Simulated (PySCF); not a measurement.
C4H11FSi, SMILES [SiH3][C@@H](CCC)F. The structure is a stationary point at PBE-D3(BJ)/def2-SVP. The structure was generated by enumeration; whether it is a known compound was not checked. Other conformers were not sampled.

Computed equilibrium geometry at PBE-D3(BJ)/def2-SVP (PySCF confirms it by a frequency run) as Cartesian coordinates in Å (one conformer of several):
```xyz
17

C     -3.0997    -0.2956    -0.8216
C     -1.9683    -0.0101     0.1651
C     -0.5904     0.0746    -0.5024
C      0.5497     0.2952     0.4844
F      0.5710    -0.7607     1.4227
Si     2.2963     0.3597    -0.3094
H     -4.0814    -0.3552    -0.3103
H     -2.9400    -1.2587    -1.3500
H     -3.1737     0.4964    -1.5962
H     -1.9280    -0.8011     0.9429
H     -2.1668     0.9414     0.7070
H     -0.5739     0.9042    -1.2447
H     -0.3966    -0.8584    -1.0776
H      0.3667     1.2355     1.0581
H      2.3832     1.5193    -1.2671
H      3.3319     0.5240     0.7661
H      2.5440    -0.9220    -1.0547
```
